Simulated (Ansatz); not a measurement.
Basis-set extrapolation for C$_{2}$H$_{6}$BNOSi, SMILES `[SiH3]C1=COBN1` (PBE0-D4/def2-TZVP geometry, frozen core, Ansatz 0.2.0). Multiplicity 1, RHF reference.

|  | def2-TZVPP | def2-QZVPP |
| --- | --- | --- |
| HF | -522.326460 | -522.346234 |
| MP2 correlation | -0.972910 | -1.041775 |
| CCSD(T) correlation | -1.055545 | not run |

Energies in hartree. Use E(X) = E(∞) + A·exp(−7.88·√X) for Hartree–Fock and E(X) = E(∞) + B·X^(−2.97) for correlation, with X = 3 and 4, and add CCSD(T) minus MP2 of the smaller set to the MP2 limit.

Question: What is the CCSD(T) energy at the basis-set limit?

Answer: HF limit: -522.346234 + (-0.019774) × 0.13774 = -522.34896. MP2 limit: -1.041775 + (-0.068865) × 0.74074 = -1.09279. Higher-order term: -1.055545 − (-0.972910) = -0.08263. Total: -523.52438 hartree, 89.3 kcal/mol below CCSD(T)/def2-TZVPP.
